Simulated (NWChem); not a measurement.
System: CH$_{9}$NSi$_{2}$; SMILES C[SiH2]N[SiH3]

NWChem input:

```
start job
memory heap 200 mb stack 900 mb global 1100 mb
geometry units angstroms noautosym nocenter noautoz
  C      0.581320     2.458232    -0.259016
  Si    -0.555419     1.053062     0.243517
  N      0.324052    -0.425121     0.546345
  Si     0.119723    -2.005925    -0.149922
  H      1.135259     2.208462    -1.176907
  H      0.001681     3.377170    -0.442196
  H      1.314475     2.679302     0.533064
  H     -1.321674     1.484481     1.458848
  H     -1.529829     0.745648    -0.846405
  H      1.015431    -0.370692     1.291336
  H      1.426870    -2.558245    -0.628460
  H     -0.815471    -1.876370    -1.304943
  H     -0.443786    -3.005014     0.814702
end
basis spherical
  C library pcsseg-1
  Si library pcsseg-1
  N library pcsseg-1
  H library pcsseg-1
end
dft
  xc kt2
  iterations 150
end
property
  shielding
end
task dft property
```

Output (shortened):

```
             Northwest Computational Chemistry Package (NWChem) 7.3.0
             --------------------------------------------------------

                             Geometry "geometry" -> ""
                             -------------------------

 Output coordinates in angstroms (scale by  1.889725989 to convert to a.u.)

  No.       Tag          Charge          X              Y              Z
 ---- ---------------- ---------- -------------- -------------- --------------
    1 C                    6.0000     0.58132000     2.45823200    -0.25901600
    2 Si                  14.0000    -0.55541900     1.05306200     0.24351700
    3 N                    7.0000     0.32405200    -0.42512100     0.54634500
    4 Si                  14.0000     0.11972300    -2.00592500    -0.14992200
    5 H                    1.0000     1.13525900     2.20846200    -1.17690700
    6 H                    1.0000     0.00168100     3.37717000    -0.44219600
    7 H                    1.0000     1.31447500     2.67930200     0.53306400
    8 H                    1.0000    -1.32167400     1.48448100     1.45884800
    9 H                    1.0000    -1.52982900     0.74564800    -0.84640500
   10 H                    1.0000     1.01543100    -0.37069200     1.29133600
   11 H                    1.0000     1.42687000    -2.55824500    -0.62846000
   12 H                    1.0000    -0.81547100    -1.87637000    -1.30494300
   13 H                    1.0000    -0.44378600    -3.00501400     0.81470200

 Effective nuclear repulsion energy (a.u.)     220.9973123164

                              NWChem Property Module
                              ----------------------

  itol2e modified to match energy
  convergence criterion.

                                 NWChem DFT Module
                                 -----------------

 Summary of "ao basis" -> "ao basis" (spherical)
 ------------------------------------------------------------------------------
       Tag                 Description            Shells   Functions and Types
 ---------------- ------------------------------  ------  ---------------------
 C                          pcsseg-1                 7       17   3s3p1d
 Si                         pcsseg-1                10       24   4s5p1d
 N                          pcsseg-1                 7       17   3s3p1d
 H                          pcsseg-1                 3        5   2s1p

  itol2e modified to match energy
  convergence criterion.

            General Information
            -------------------
          SCF calculation type: DFT
          Wavefunction type:  closed shell.
          No. of atoms     :    13
          No. of electrons :    50
           Alpha electrons :    25
            Beta electrons :    25
          Charge           :     0
          Spin multiplicity:     1
          Use of symmetry is: off; symmetry adaption is: off
          Maximum number of iterations: 150
          AO basis - number of functions:   127
                     number of shells:    61
          Convergence on energy requested:  1.00D-07
          Convergence on density requested:  1.00D-05
          Convergence on gradient requested:  5.00D-04

              XC Information
              --------------
                          KT2 Method XC Functional
                        Slater Exchange Functional  1.072 local
                           KT1 gradient correction  1.000 non-local
            Perdew 1991 LDA Correlation Functional  0.577 local

             Grid Information
             ----------------
          Grid used for XC integration:  fine
          Radial quadrature: Mura-Knowles
          Angular quadrature: Lebedev.
          Tag              B.-S. Rad. Rad. Pts. Rad. Cut. Ang. Pts.
          ---              ---------- --------- --------- ---------
          C                   0.70       70          14.0       590
          Si                  1.10      123          13.0       770
          N                   0.65       70          11.0       590
          H                   0.35       60          15.0       590
          Grid pruning is: on
          Number of quadrature shells:   926
          Spatial weights used:  Erf1

      Superposition of Atomic Density Guess
      -------------------------------------

 Sum of atomic energies:        -674.05199212

      Non-variational initial energy
      ------------------------------

 Total energy =    -676.058830
 1-e energy   =   -1368.455603
 2-e energy   =     471.399460
 HOMO         =      -0.325316
 LUMO         =       0.020874

   convergence    iter        energy       DeltaE   RMS-Dens  Diis-err
 ---------------- ----- ----------------- --------- --------- ---------
 d= 0,ls=0.0,diis     1   -683.8402817969 -9.05D+02  7.78D-03  9.54D-01
 d= 0,ls=0.0,diis     2   -683.8094670077  3.08D-02  6.66D-03  8.59D-01
 d= 0,ls=0.0,diis     3   -683.8711706900 -6.17D-02  2.61D-03  2.67D-01
 d= 0,ls=0.0,diis     4   -683.9001215123 -2.90D-02  5.67D-04  5.22D-03
 d= 0,ls=0.0,diis     5   -683.9006297405 -5.08D-04  1.74D-04  8.91D-04
  Resetting Diis
 d= 0,ls=0.0,diis     6   -683.9007493293 -1.20D-04  4.73D-05  3.46D-05
 d= 0,ls=0.0,diis     7   -683.9007545213 -5.19D-06  1.38D-05  7.83D-07
 d= 0,ls=0.0,diis     8   -683.9007545015  1.98D-08  7.77D-06  9.20D-07

         Total DFT energy =     -683.900754501515
      One electron energy =    -1374.721376157371
           Coulomb energy =      534.198988882471
    Exchange-Corr. energy =      -64.375679543061
 Nuclear repulsion energy =      220.997312316447

 Numeric. integr. density =       50.000002234297

                       DFT Final Molecular Orbital Analysis
                       ------------------------------------

 Vector   23  Occ=2.000000D+00  E=-2.940506D-01
              MO Center= -1.8D-01,  4.7D-01,  3.1D-01, r^2= 6.3D+00
   Bfn.  Coefficient  Atom+Function         Bfn.  Coefficient  Atom+Function
  ----- ------------  ---------------      ----- ------------  ---------------
    98      0.276359   8 H  s                33      0.207353   2 Si pz
   123     -0.203396  13 H  s                31     -0.162038   2 Si px
   113      0.161510  11 H  s                83      0.158430   5 H  s
     7      0.138037   1 C  px               99      0.136641   8 H  s
    74     -0.133240   4 Si pz                8      0.120755   1 C  py

[...]

          -----------------------------------------
          Chemical Shielding Tensors (GIAO, in ppm)
          -----------------------------------------

                                NWChem CPHF Module
                                ------------------

  scftype          =     RHF
  nclosed          =       25
  nopen            =        0
  variables        =     2550
  # of vectors     =        3
  tolerance        = 0.10D-03
  level shift      = 0.00D+00
  max iterations   =       50
  max subspace     =       30

 SCF residual:    3.3703104447571413E-004

Iterative solution of linear equations
  No. of variables     2550
  No. of equations        3
  Maximum subspace       30
        Iterations       50
       Convergence  1.0D-04

   iter   nsub   residual    time
   ----  ------  --------  ---------
     1      3    1.29D-04      96.5
     2      6    1.03D-08     104.3

      Atom:    1  C
        Diamagnetic
    253.7982      3.8979     -1.2328
      3.8979    259.0113     -2.4313
     -1.2328     -2.4313    251.5361

        Paramagnetic
    -69.8326     -7.0106     -2.9211
     -7.0106    -68.9283     -3.2792
     -2.9211     -3.2792    -78.8244

        Total Shielding Tensor
    183.9656     -3.1127     -4.1539
     -3.1127    190.0830     -5.7104
     -4.1539     -5.7104    172.7117

           isotropic =     182.2534
          anisotropy =      14.9803

          Principal Components and Axis System
                 1           2           3
              192.2403    185.1587    169.3613

      1        -0.2424      0.9162      0.3192
      2         0.9439      0.1466      0.2960
      3        -0.2244     -0.3730      0.9003

      Atom:    2  Si
        Diamagnetic
    882.3317     -1.2341      0.2222
     -1.2341    889.0022     -1.3416
      0.2222     -1.3416    879.8279

        Paramagnetic
   -496.1985    -19.4266      7.9320
    -19.4266   -471.1459    -31.8355
      7.9320    -31.8355   -542.9036

        Total Shielding Tensor
    386.1333    -20.6607      8.1541
    -20.6607    417.8562    -33.1771
      8.1541    -33.1771    336.9243

           isotropic =     380.3046
          anisotropy =      88.0956

          Principal Components and Axis System
                 1           2           3
              439.0350    376.8257    325.0531

      1        -0.3870      0.9220     -0.0128
      2         0.8674      0.3687      0.3341
      3        -0.3127     -0.1182      0.9425

      Atom:    3  N
        Diamagnetic
    317.0637     -6.7996     10.6710
     -6.7996    340.3339      5.8057
     10.6710      5.8057    315.1295

        Paramagnetic
    -48.5414      8.1113     11.8647
      8.1113   -107.0643    -14.1588
     11.8647    -14.1588    -55.5355

        Total Shielding Tensor
    268.5223      1.3116     22.5357
      1.3116    233.2696     -8.3531
     22.5357     -8.3531    259.5941

           isotropic =     253.7953
          anisotropy =      50.3755

          Principal Components and Axis System
                 1           2           3
              287.3790    245.3320    228.6750

      1         0.7621     -0.5876     -0.2719
      2        -0.0807     -0.5029      0.8606
      3         0.6424      0.6339      0.4307

      Atom:    4  Si
        Diamagnetic
    880.0566      0.0514      0.5927
      0.0514    888.1640      2.5550
      0.5927      2.5550    880.7109

        Paramagnetic
   -509.4470     16.6835      7.6645
     16.6835   -432.9129     48.2467
      7.6645     48.2467   -480.6978

        Total Shielding Tensor
    370.6095     16.7349      8.2572
     16.7349    455.2510     50.8017
      8.2572     50.8017    400.0131

           isotropic =     408.6245
          anisotropy =     119.6559

          Principal Components and Axis System
                 1           2           3
              488.3951    370.5300    366.9484

      1         0.1560     -0.4434      0.8827
      2         0.8500     -0.3949     -0.3486
      3         0.5032      0.8047      0.3152

      Atom:    5  H
        Diamagnetic
     28.9666      0.5309     -7.6943
      0.5309     27.4919      0.1837
     -7.6943      0.1837     34.7871

        Paramagnetic
      1.1286     -0.2966      3.2397
     -0.2966      1.1940      0.0943
      3.2397      0.0943     -1.0322

        Total Shielding Tensor
     30.0952      0.2343     -4.4546
      0.2343     28.6859      0.2780
     -4.4546      0.2780     33.7549

           isotropic =      30.8453
          anisotropy =       8.8452

          Principal Components and Axis System
                 1           2           3
               36.7421     28.7586     27.0352

      1        -0.5564      0.1790      0.8114
      2         0.0125      0.9782     -0.2072
      3         0.8308      0.1052      0.5465

      Atom:    6  H
        Diamagnetic
     27.8421     -5.0476      0.9168
     -5.0476     39.1053     -3.4209
      0.9168     -3.4209     24.6597

        Paramagnetic
      1.3704      1.4862     -0.1083
      1.4862     -2.4610      1.4708
     -0.1083      1.4708      3.0552

        Total Shielding Tensor
     29.2124     -3.5614      0.8085
     -3.5614     36.6443     -1.9501
      0.8085     -1.9501     27.7149

           isotropic =      31.1905
          anisotropy =      10.9476

          Principal Components and Axis System
                 1           2           3
               38.4890     27.7824     27.3003

      1        -0.3663      0.9233     -0.1152
      2         0.9104      0.3812      0.1607
      3        -0.1923      0.0460      0.9803

      Atom:    7  H
        Diamagnetic
     32.2337      4.8171      6.9228
      4.8171     28.7090      2.1944
      6.9228      2.1944     30.5874

        Paramagnetic
     -0.4857     -2.2958     -2.9902
     -2.2958      1.0612     -0.8024
     -2.9902     -0.8024      0.4348

        Total Shielding Tensor
     31.7481      2.5213      3.9326
      2.5213     29.7702      1.3920
      3.9326      1.3920     31.0222

           isotropic =      30.8468
          anisotropy =       8.4911

          Principal Components and Axis System
                 1           2           3
               36.5075     28.8700     27.1630

      1         0.7005     -0.0044     -0.7137
      2         0.3861      0.8433      0.3738
      3         0.6002     -0.5374      0.5924

      Atom:    8  H
        Diamagnetic
     28.1473     -2.8558     -7.0869
     -2.8558     26.0686      3.1959
     -7.0869      3.1959     31.4406

        Paramagnetic
     -1.8281      0.8059      2.9303
      0.8059     -0.2860     -2.1578
      2.9303     -2.1578     -5.2766

        Total Shielding Tensor
     26.3192     -2.0499     -4.1566
     -2.0499     25.7825      1.0381
     -4.1566      1.0381     26.1640

           isotropic =      26.0886
          anisotropy =       7.7869

          Principal Components and Axis System
                 1           2           3
               31.2798     25.0489     21.9370

      1         0.6816      0.1157      0.7225
      2        -0.3730      0.9044      0.2071
      3        -0.6295     -0.4107      0.6596

      Atom:    9  H
        Diamagnetic
     30.7967      0.6893      7.5799
      0.6893     26.6518      1.0754
      7.5799      1.0754     28.9680

        Paramagnetic
     -2.9430     -0.4478     -4.2707
     -0.4478     -0.6433     -1.1628
     -4.2707     -1.1628     -3.6627

        Total Shielding Tensor
     27.8537      0.2416      3.3092
      0.2416     26.0086     -0.0874
      3.3092     -0.0874     25.3054

           isotropic =      26.3892
          anisotropy =       5.6126

          Principal Components and Axis System
                 1           2           3
               30.1310     26.0177     23.0190

      1         0.8245      0.0095     -0.5658
      2         0.0363      0.9969      0.0697
      3         0.5647     -0.0781      0.8216

      Atom:   10  H
        Diamagnetic
     32.7491     -0.6919     12.5007
     -0.6919     29.2797      1.3888
     12.5007      1.3888     34.0382

        Paramagnetic
     -0.2602     -0.2435     -2.6868
     -0.2435      1.4002     -0.6706
     -2.6868     -0.6706     -0.5536

        Total Shielding Tensor
     32.4888     -0.9354      9.8139
     -0.9354     30.6799      0.7182
      9.8139      0.7182     33.4845

           isotropic =      32.2177
          anisotropy =      15.8951

          Principal Components and Axis System
                 1           2           3
               42.8145     30.8573     22.9815

      1         0.6894     -0.1021      0.7172
      2        -0.0103      0.9885      0.1506
      3         0.7243      0.1112     -0.6804

      Atom:   11  H
        Diamagnetic
     33.0959     -5.4343     -4.0870
     -5.4343     28.3043      2.9600
     -4.0870      2.9600     25.0083

        Paramagnetic
     -6.1767      2.6638      1.5988
      2.6638     -0.6800     -0.5417
      1.5988     -0.5417     -0.8873

        Total Shielding Tensor
     26.9192     -2.7705     -2.4882
     -2.7705     27.6244      2.4183
     -2.4882      2.4183     24.1210

           isotropic =      26.2215
          anisotropy =       8.1503

          Principal Components and Axis System
                 1           2           3
               31.6551     24.5074     22.5021

      1        -0.6122      0.7014      0.3649
      2         0.6714      0.7049     -0.2287
      3         0.4177     -0.1050      0.9025

[...]
```

Level: KT2/pcSseg-1, GIAO. All runs use the structure optimised with PBE0/def2-SVP. Not confirmed as a minimum by frequencies. The printed shielding anisotropy is the first printed principal value minus the mean of the other two.
